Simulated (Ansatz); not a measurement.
Mulliken charges of C$_{3}$H$_{4}$BrF, SMILES `C/C(F)=C/Br` from ωB97M-V/def2-TZVPP in Ansatz (PBE0-D4/def2-TZVP geometry).

| atom | x (Å) | y (Å) | z (Å) | charge (e) |
| --- | --- | --- | --- | --- |
| C1 | 0.251 | -1.193 | 0.120 | -0.266 |
| C2 | 0.077 | 0.185 | -0.392 | 0.185 |
| F3 | 0.416 | 0.314 | -1.677 | -0.189 |
| C4 | -0.362 | 1.227 | 0.297 | -0.164 |
| Br5 | -0.551 | 2.938 | -0.430 | -0.017 |
| H6 | -0.361 | -1.890 | -0.460 | 0.120 |
| H7 | 1.294 | -1.504 | 0.019 | 0.120 |
| H8 | -0.037 | -1.257 | 1.168 | 0.097 |
| H9 | -0.639 | 1.134 | 1.336 | 0.115 |

Problem. By hand: the dipole of these point charges (1 e Å = 4.8032 D).

Solution. Σ q r = (-0.028, -0.358, 0.385) e Å, of length 0.526 e Å = 2.53 D.

Problem. How does the dipole of the full density compare? (Best estimate.)

Solution. Computed: (0.006, -0.441, 0.336) e Å, 2.66 D; the point charges give 0.95 times that, at 10° from its direction.

Point charges leave out the atoms' own dipoles, such as those of lone pairs, and Mulliken's split depends on the basis, so the close match here is no proof of good charges.
